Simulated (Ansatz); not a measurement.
CaF (SMILES [F][Ca+]), charge +1, singlet, at a GFN2-xTB geometry (such geometries of metal compounds can be far from the true shape), with bond 2-1 at 1.8 times its length; Ansatz (a first-principles code) with CASSCF(6,5)/6-31G.

The Ansatz input:
Ansatz 0.2 input:
```yaml
crystal:
  periodic: [false, false, false]
  atoms:
    - {symbol: Ca, position_ang: [-0.00000000, -0.00000000, -0.61305225]}
    - {symbol: F, position_ang: [0.00000000, 0.00000000, 2.94265079]}
basis:
  gaussian:
    orbitals: 6-31G
hamiltonian:
  xc: hf
total_charge: 1
magnetization: {spin_polarized: false}
correlation: {active_space: {window: {electrons: 6, orbitals: 5}}}
```

What the program printed (banner, timings and long lists left out):

```
Functional definition: HF
375 factors; integrals over basis functions are off by at most 6.5e-4 eV
mean field evaluation 1: about -21099.5177 eV, gradient 8.3e1 eV
mean field evaluation 2: about -21099.5350 eV, gradient 8.3e1 eV
mean field evaluation 4: about -21101.1825 eV, gradient 7.5e1 eV
mean field evaluation 8: about -21110.3984 eV, gradient 3.5e0 eV
mean field -21110.44861426 eV, -775.7946773981 hartree, gradient 9.7e-6 eV, S^2 0.000000; 0 other end points of the search recorded, 0 dependent functions left out
reference -21110.44861426 eV, -775.7946773981 hartree; 14, 14 occupied and 24, 24 virtual orbitals, 375 factors
state -21113.21007123 eV, -775.8961590699 hartree
Total energy: -21113.21007123 eV, -775.8961590699 hartree
```
